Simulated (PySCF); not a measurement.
FH5O3Si2, SMILES [SiH3]O[Si](O)(F)O. Atoms are numbered in the order given.

```xyz
11

O      0.9969    -1.4000    -0.1144
Si     0.7278     0.2166    -0.1040
O      1.6615     0.9107     1.0545
F      1.1216     0.8890    -1.5214
O     -0.8724     0.4372     0.1115
Si    -2.1792    -0.5828     0.3235
H      1.8990    -1.7137     0.0006
H      1.7528     1.8687     1.0442
H     -2.3318    -1.4762    -0.8574
H     -1.9942    -1.4048     1.5512
H     -3.3887     0.2691     0.4693
```
Charge 0, spin multiplicity 1.

Coordinates come from a ωB97X-D3(BJ)/def2-SVP optimisation. The values are those of a single conformer.

Calculation: PySCF with PBE/pcSseg-1.

GIAO shieldings, no solvent; atoms listed in one row are averaged. δ = σ(ref) − σ: ¹⁷O against H2O (σ = 334.3 ppm); ²⁹Si against TMS (σ = 335.4 ppm); ¹⁹F against CFCl3 (σ = 133.6 ppm); ¹H against TMS (σ = 31.49 ppm), references at their B3LYP-D3(BJ)/def2-TZVP geometries, non-relativistic.

**Question.** Estimate the chemical shifts. (An estimate is asked for; the answer gives what the named calculation found.)

**Answer.** 
```tsv
nucleus	atoms	count	δ (ppm)
¹⁷O	O3	1	53.0
¹⁷O	O1	1	45.9
¹⁷O	O5	1	41.4
²⁹Si	Si6	1	-33.1
²⁹Si	Si2	1	-79.0
¹⁹F	F4	1	-172.6
¹H	H9, H10, H11	3	5.44
¹H	H7, H8	2	2.10
```
